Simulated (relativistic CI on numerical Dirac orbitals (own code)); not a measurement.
# Slater and spin-orbit integrals, Mo VIII

These numbers are calculated, not measured: Dirac-Coulomb-Breit CI, orbitals from a KLI potential per configuration, model QED, unscaled Slater integrals (own radial code, finite nucleus).

Slater integrals F^k, G^k are unscaled and averaged over j, outside the closed core [Ar] 3d10; ζ comes from projecting the Hamiltonian with its Breit term on Σ l·s of the shell.

- 4s2 4p5: ζ(4p) = 15596 cm⁻¹; <r>(4p) = 1.134, <r^2>(4p) = 1.453 (bohr units).
- 4s2 4p4 4d: F^2(4p,4p) = 92759, ζ(4p) = 15811, F^2(4p,4d) = 82462, G^1(4p,4d) = 104080, G^3(4p,4d) = 64880, ζ(4d) = 1267.4 cm⁻¹; <r>(4p) = 1.13, <r^2>(4p) = 1.444, <r>(4d) = 1.322, <r^2>(4d) = 2 (bohr units).
- 4s 4p5 4d: G^1(4s,4p) = 123640, ζ(4p) = 15758, G^2(4s,4d) = 78236, F^2(4p,4d) = 82526, G^1(4p,4d) = 104170, G^3(4p,4d) = 64933, ζ(4d) = 1280.4 cm⁻¹; <r>(4s) = 1.049, <r^2>(4s) = 1.237, <r>(4p) = 1.129, <r^2>(4p) = 1.442, <r>(4d) = 1.321, <r^2>(4d) = 1.996 (bohr units).

In this model ζ of a weakly bound d, f or g electron outside closed shells comes out too small, for d by up to a factor of two or three and at times with the wrong sign; that of an outer p electron is too small as well.

Averages of the first 10 configurations, taken without configuration mixing, which lowers the lowest level and can move excited configurations by several eV; other configurations of the list can lie among them:

```
Configuration  Parity  States  Average energy above the lowest level (eV)
      4s2 4p5     odd       6                                         2.0
       4s 4p6    even       2                                        35.7
   4s2 4p4 4d    even     150                                        45.1
    4s 4p5 4d     odd     120                                        77.1
   4s2 4p4 4f     odd     210                                        85.7
   4s2 4p4 5s    even      30                                        68.6
    4s 4p5 4f    even     168                                       118.1
       4p6 4d    even      10                                       113.4
   4s2 4p4 5p     odd      90                                        78.4
   4s 4p4 4d2    even    1350                                       119.9
```
